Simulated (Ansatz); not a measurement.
Consider the redistribution: `C[O][InH][Cl]` + `C[SiH]1C[Se]1` → `C[O][InH][CH3]` + `Cl[SiH]1C[Se]1`.

Gas-phase electronic energies from Ansatz, PBE0-D4/def2-TZVP geometries. CBS: MP2 limit from def2 TZ/QZ plus the TZ coupled-cluster correction, frozen cores. Elements past krypton have def2 core potentials. For In, Se outer-core shells are correlated without core-valence functions, which leaves a few kJ/mol of doubt a bond. Scalar relativity is left out up to krypton. One conformer a species, not always the lowest.

`C[O][InH][Cl]`:

Z-matrix (Å, degrees):
```
C
O 1 1.406
H 1 1.097 2 113.5
H 1 1.096 2 109.7 3 120.8
H 1 1.096 2 109.7 3 -120.8
In 2 1.962 1 124.2 3 -0.0
Cl 6 2.332 2 110.2 1 0.0
H 6 1.688 2 125.6 1 -180.0
```

`C[SiH]1C[Se]1`:

```xyz
10

C    -0.390    0.102   -1.533
Si   -0.395    0.425    0.295
C     0.878   -0.345    1.375
Se   -0.921   -1.208    1.719
H    -1.398    0.195   -1.943
H     0.255    0.821   -2.046
H    -0.027   -0.907   -1.735
H    -0.838    1.793    0.653
H     1.588   -1.053    0.961
H     1.247    0.176    2.253
```

`C[O][InH][CH3]`:

Cartesian coordinates in Å:
```
C -0.752 -0.864 -1.526
O -1.034 0.457 -1.177
In -0.260 1.380 0.414
C 1.059 0.120 1.535
H -0.051 -1.367 -0.841
H -1.672 -1.464 -1.545
H -0.311 -0.912 -2.531
H -0.844 2.981 0.501
H 1.464 0.641 2.402
H 0.518 -0.766 1.870
H 1.883 -0.205 0.896
```

`Cl[SiH]1C[Se]1`:

```xyz
7

Cl    0.537    2.464    0.119
Si    0.624    0.479   -0.332
C    -0.754   -0.600    0.194
Se    0.935   -1.026    1.251
H     1.264    0.316   -1.649
H    -1.532   -0.197    0.835
H    -1.075   -1.437   -0.417
```

| species | CCSD(T)/def2-TZVPP energy (Eh) |
| --- | --- |
| `C[O][InH][Cl]` | -764.82635 |
| `C[SiH]1C[Se]1` | -2768.86744 |
| `C[O][InH][CH3]` | -344.87989 |
| `Cl[SiH]1C[Se]1` | -3188.79466 |

Q: Work out ΔE.

A: ΔE = (-344.87989) + (-3188.79466) − (-764.82635) − (-2768.86744) = 0.01924 Eh = +12.1 kcal/mol. CCSD(T)/CBS gives +12.5 kcal/mol.

Largest T1 diagnostic among the species: 0.016.

In def2-TZVPP, CCSD(T) changes the Hartree–Fock value by −5.0 kcal/mol (the triples alone add −0.5 kcal/mol) and MP2 by −5.8 kcal/mol. From PBE to PBE0 (25 % exact exchange), in def2-TZVPP and without D4, ΔE moves by +1.1 kcal/mol.
